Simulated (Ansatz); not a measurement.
**Molecular dynamics, step by step**

SiN3H5 (SMILES N#N.[SiH3]N), singlet, PBE0-D4/6-31G (Ansatz 0.2.0). Settings (timestep in fs, temperature in K; T counts 21 degrees of freedom):

```yaml
hamiltonian: {xc: pbe0, dispersion: d4}
md: {n_steps: 80, timestep: 0.75, temperature: 1000, ensemble: nvt_nose_hoover, seed: 443, initial_velocities: maxwell_boltzmann}
```

Start (the SMILES describes the start alone):

```json
{"atom": "N1", "x (Å)": "0.4576", "y (Å)": "-0.5404", "z (Å)": "-2.6947"}
{"atom": "N2", "x (Å)": "0.5432", "y (Å)": "0.2135", "z (Å)": "-3.4760"}
{"atom": "Si3", "x (Å)": "0.2450", "y (Å)": "0.5152", "z (Å)": "1.1315"}
{"atom": "N4", "x (Å)": "-0.8576", "y (Å)": "-0.5779", "z (Å)": "0.3931"}
{"atom": "H5", "x (Å)": "0.9853", "y (Å)": "1.2159", "z (Å)": "0.0503"}
{"atom": "H6", "x (Å)": "-0.5401", "y (Å)": "1.4882", "z (Å)": "1.9344"}
{"atom": "H7", "x (Å)": "1.2612", "y (Å)": "-0.0934", "z (Å)": "2.0420"}
{"atom": "H8", "x (Å)": "-1.5646", "y (Å)": "-1.0267", "z (Å)": "0.9526"}
{"atom": "H9", "x (Å)": "-0.5301", "y (Å)": "-1.1944", "z (Å)": "-0.3333"}
```

```json
{"step": "0", "time (fs)": "0.00", "potential energy less the start (meV)": "0.0", "kinetic energy (meV)": "904.8", "T (K)": "1000"}
{"step": "5", "time (fs)": "3.75", "potential energy less the start (meV)": "252.5", "kinetic energy (meV)": "660.1", "T (K)": "730"}
{"step": "10", "time (fs)": "7.50", "potential energy less the start (meV)": "377.9", "kinetic energy (meV)": "538.9", "T (K)": "596"}
{"step": "15", "time (fs)": "11.25", "potential energy less the start (meV)": "443.7", "kinetic energy (meV)": "473.9", "T (K)": "524"}
{"step": "20", "time (fs)": "15.00", "potential energy less the start (meV)": "336.7", "kinetic energy (meV)": "579.0", "T (K)": "640"}
{"step": "25", "time (fs)": "18.75", "potential energy less the start (meV)": "51.8", "kinetic energy (meV)": "859.7", "T (K)": "950"}
{"step": "30", "time (fs)": "22.50", "potential energy less the start (meV)": "394.6", "kinetic energy (meV)": "530.0", "T (K)": "586"}
{"step": "35", "time (fs)": "26.25", "potential energy less the start (meV)": "245.2", "kinetic energy (meV)": "678.5", "T (K)": "750"}
{"step": "40", "time (fs)": "30.00", "potential energy less the start (meV)": "569.9", "kinetic energy (meV)": "368.0", "T (K)": "407"}
{"step": "45", "time (fs)": "33.75", "potential energy less the start (meV)": "144.1", "kinetic energy (meV)": "787.1", "T (K)": "870"}
{"step": "50", "time (fs)": "37.50", "potential energy less the start (meV)": "449.3", "kinetic energy (meV)": "494.6", "T (K)": "547"}
{"step": "55", "time (fs)": "41.25", "potential energy less the start (meV)": "108.0", "kinetic energy (meV)": "830.9", "T (K)": "918"}
{"step": "60", "time (fs)": "45.00", "potential energy less the start (meV)": "540.6", "kinetic energy (meV)": "416.1", "T (K)": "460"}
{"step": "65", "time (fs)": "48.75", "potential energy less the start (meV)": "293.0", "kinetic energy (meV)": "667.0", "T (K)": "737"}
{"step": "70", "time (fs)": "52.50", "potential energy less the start (meV)": "453.7", "kinetic energy (meV)": "519.5", "T (K)": "574"}
{"step": "75", "time (fs)": "56.25", "potential energy less the start (meV)": "175.3", "kinetic energy (meV)": "799.5", "T (K)": "884"}
{"step": "80", "time (fs)": "60.00", "potential energy less the start (meV)": "359.8", "kinetic energy (meV)": "625.6", "T (K)": "691"}
```

Step 30, positions (Å) and forces (eV/Å):

| atom | x | y | z | Fx | Fy | Fz |
| --- | --- | --- | --- | --- | --- | --- |
| N1 | 0.330 | -0.545 | -2.556 | 2.167 | 5.722 | -5.646 |
| N2 | 0.645 | 0.274 | -3.355 | -2.162 | -5.705 | 5.546 |
| Si3 | 0.273 | 0.534 | 1.037 | -0.791 | 0.384 | -0.594 |
| N4 | -0.861 | -0.713 | 0.398 | -0.315 | 0.044 | -0.891 |
| H5 | 0.915 | 1.162 | -0.223 | -0.062 | -0.555 | 0.495 |
| H6 | -0.443 | 1.792 | 1.599 | 0.261 | -0.638 | 0.135 |
| H7 | 1.333 | 0.048 | 2.024 | -0.330 | 0.052 | -0.261 |
| H8 | -1.604 | -1.273 | 0.826 | 0.834 | 0.623 | 0.351 |
| H9 | -0.964 | -0.760 | -0.627 | 0.398 | 0.072 | 0.865 |

Step 70, positions (Å) and forces (eV/Å):

```csv
atom,x,y,z,Fx,Fy,Fz
N1,0.147,-0.469,-2.470,4.463,5.247,-4.819
N2,0.787,0.279,-3.134,-4.482,-5.274,4.634
Si3,0.280,0.553,0.868,-0.716,-0.593,0.189
N4,-0.873,-0.782,0.415,2.074,2.503,1.274
H5,1.212,0.927,-0.295,-0.584,0.141,0.365
H6,-0.517,1.696,1.545,0.543,-0.157,-0.572
H7,1.225,0.059,1.952,-0.169,-0.047,-0.106
H8,-1.015,-1.464,1.097,-0.525,-1.327,0.898
H9,-1.123,-0.966,-0.501,-0.605,-0.491,-1.863
```

Step 75, positions (Å) and forces (eV/Å):

```json
{"atom": "N1", "x": "0.152", "y": "-0.426", "z": "-2.492", "Fx": "-2.342", "Fy": "-2.476", "Fz": "2.026"}
{"atom": "N2", "x": "0.776", "y": "0.247", "z": "-3.078", "Fx": "2.323", "Fy": "2.454", "Fz": "-2.208"}
{"atom": "Si3", "x": "0.286", "y": "0.548", "z": "0.855", "Fx": "-0.367", "Fy": "-0.144", "Fz": "-0.050"}
{"atom": "N4", "x": "-0.885", "y": "-0.792", "z": "0.430", "Fx": "1.003", "Fy": "0.128", "Fz": "-0.716"}
{"atom": "H5", "x": "1.194", "y": "1.075", "z": "-0.314", "Fx": "-0.649", "Fy": "-0.510", "Fz": "0.577"}
{"atom": "H6", "x": "-0.504", "y": "1.764", "z": "1.349", "Fx": "0.356", "Fy": "-0.234", "Fz": "-0.065"}
{"atom": "H7", "x": "1.252", "y": "0.085", "z": "1.964", "Fx": "-0.422", "Fy": "0.123", "Fz": "-0.348"}
{"atom": "H8", "x": "-0.980", "y": "-1.583", "z": "1.091", "Fx": "-0.046", "Fy": "0.781", "Fz": "-1.086"}
{"atom": "H9", "x": "-1.088", "y": "-0.943", "z": "-0.589", "Fx": "0.145", "Fy": "-0.122", "Fz": "1.872"}
```

Last step (80):

```xyz
9
angstrom
N 0.1343 -0.4057 -2.4979
N 0.7874 0.2363 -3.0414
Si 0.2897 0.5417 0.8415
N -0.8868 -0.7970 0.4412
H 1.0976 1.1607 -0.2682
H -0.4480 1.8050 1.1445
H 1.2287 0.1251 1.9363
H -0.9573 -1.6415 0.9906
H -1.0513 -0.9424 -0.5187
```

The run took about 26 s on 4 CPU threads of an AMD EPYC 9R45 (shared host).
